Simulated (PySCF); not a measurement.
F$_{2}$HSi (calculated)

Computed with PySCF 2.14.0. Calculation on a computer-drawn molecule: the log of a Hartree-Fock and frozen-core CCSD(T) single point meant for a local Hartree-Fock minimum, with one planted fault or none, to be diagnosed. Offsets are logged minus clean, where the clean run is the same molecule without the fault. The reference is restricted for singlets and unrestricted otherwise, and also for a bond in bohr or an excited solution. Adding or removing an electron swaps singlet and doublet. The excited solution moves the top pair (singlet) or top alpha electron (doublet) to the lowest empty orbital. Highest occupied and lowest empty are orbital energies over both spins, largest force is the largest gradient component, triples share is (T) over the correlation energy, the T1 limit is 0.02 restricted and 0.045 unrestricted, electrons count all cores, a negative frequency is imaginary (commonest isotopes), and the dipole is about the centre of nuclear charge.

### F$_{2}$HSi

Logged structure:
```xyz
4
F2HSi
F     -1.8542    -1.7763    -4.3793
Si    -0.7455    -1.0188    -3.4987
F     -1.1570     0.5331    -3.4733
H     -0.8172    -1.5381    -2.1197
```

- meant charge: 0
- meant multiplicity: 2
- meant basis: cc-pV(D+d)Z
- logged electrons: 33
- logged basis functions: 56
- logged SCF converged: yes
- logged spin squared: 0.7538
- logged highest occupied: -10.459 eV
- logged lowest empty: 1.1052 eV
- logged largest force: 1.298e-05 hartree/bohr
- logged lowest frequency: 320.74 cm⁻¹
- logged T1 diagnostic: 0.014823
- logged D1 diagnostic: 0.054866
- logged triples share: 0.016213
- logged CC converged: yes
- logged dipole magnitude: 2.0268 debye
- logged SCF stable within its kind: yes
- logged energy HF: -488.47453 hartree
- logged energy CCSD(T): -488.94794 hartree
- possible faults: no fault, one electron removed, one electron added, multiplicity raised by two, geometry at a saddle point, SCF held on an excited solution, minimal basis STO-3G, one bond length entered in bohr, all coordinates scaled
- planted fault: no fault
- HF energy offset from clean run: 0 kcal/mol
- CCSD(T) energy offset from clean run: 0 kcal/mol

Drawn bonds:
```
atom  other atom  order
   1           2      1
   2           3      1
   2           4      1
```
